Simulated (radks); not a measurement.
The numbers below are computed, except where a source is named.
Task: These are the eigenvalues of the occupied orbitals of an atom or ion with whole-number occupations (eV). Level of theory: scalar-relativistic Kohn-Sham, LDA (Slater exchange, Perdew-Wang correlation), spin-polarised, spherical densities, finite nucleus; Fermi nuclear charge, rms radius of each element as measured or else 0.836 A^(1/3) + 0.57 fm (a radial shooting solver on a logarithmic mesh with Libxc functionals).

1s up: -18835.98
1s down: -18835.62
2s up: -2681.214
2s down: -2680.523
2p up: -2401.875
2p down: -2401.190
3s up: -490.7300
3s down: -489.9592
3p up: -399.3950
3p down: -398.5476
3d up: -249.5375
3d down: -248.5369
4s up: -108.9250
4s down: -104.2932
4p up: -83.9409
4p down: -79.2568
4d up: -47.6482

Which element is it, and in what charge state? The configuration may be excited. Open shells, if any, are filled with parallel spins first.

Result: Z = 41, niobium, charge +4: Nb4+ in [Ar] 3d10 4s2 4p4 4d3. The list shows which subshells hold electrons but not how many an open one holds; the 1s level, -692.21 hartree, gives Z - s = 37.2 by -(Z - s)^2/2, which with screening and relativity narrows Z to a few neighbours, and the depths of the outer levels then fix element, charge and occupations together.
